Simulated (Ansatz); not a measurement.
`C[CH2][Sb]([CH3])[SiH3]`, relaxed with RKS PBE-D4/def2-SVP in the Gaussian-basis code of Ansatz from a rough embedded geometry. The force threshold is 0.03 eV/Å; the program also tests the step.

Total charge 0; spin multiplicity 1. Sb: def2 effective core potential.

Start:

```xyz
16

C     2.302    0.050    0.438
C     0.941    0.442    0.850
Sb   -0.495   -1.185    0.560
C    -2.130    0.229    1.014
Si   -0.688   -0.674   -1.897
H     3.069    0.811    0.566
H     2.324   -0.236   -0.674
H     2.665   -0.861    0.987
H     0.615    1.348    0.222
H     0.948    0.720    1.909
H    -3.124   -0.330    0.691
H    -2.184    0.372    2.093
H    -2.025    1.068    0.464
H    -0.836    0.755   -2.140
H    -1.899   -1.350   -2.439
H     0.515   -1.156   -2.642
```

| step | energy (eV) | largest force (eV/Å) | largest move (Å) |
| --- | --- | --- | --- |
| 1 | -17691.4185 | 5.500 | 0.000 |
| 2 | -17691.8231 | 1.047 | 0.194 |
| 3 | -17691.9272 | 0.315 | 0.163 |
| 4 | -17691.9391 | 0.180 | 0.035 |
| 5 | -17691.9420 | 0.046 | 0.044 |
| 6 | -17691.9426 | 0.032 | 0.056 |
| 7 | -17691.9430 | 0.063 | 0.054 |
| 8 | -17691.9434 | 0.027 | 0.014 |

End:

```xyz
16

C     2.376    0.052    0.389
C     0.986    0.452    0.877
Sb   -0.529   -1.153    0.622
C    -2.238    0.181    1.031
Si   -0.686   -0.722   -1.936
H     3.116    0.862    0.561
H     2.385   -0.171   -0.699
H     2.755   -0.852    0.910
H     0.602    1.348    0.347
H     0.989    0.683    1.962
H    -3.174   -0.301    0.692
H    -2.298    0.353    2.123
H    -2.110    1.150    0.511
H    -0.710    0.763   -2.215
H    -1.948   -1.326   -2.501
H     0.484   -1.320   -2.676
```

It took 20 s on 4 threads of an Arm Neoverse V1 on a shared host, with 0.2 GiB of host memory at the peak.
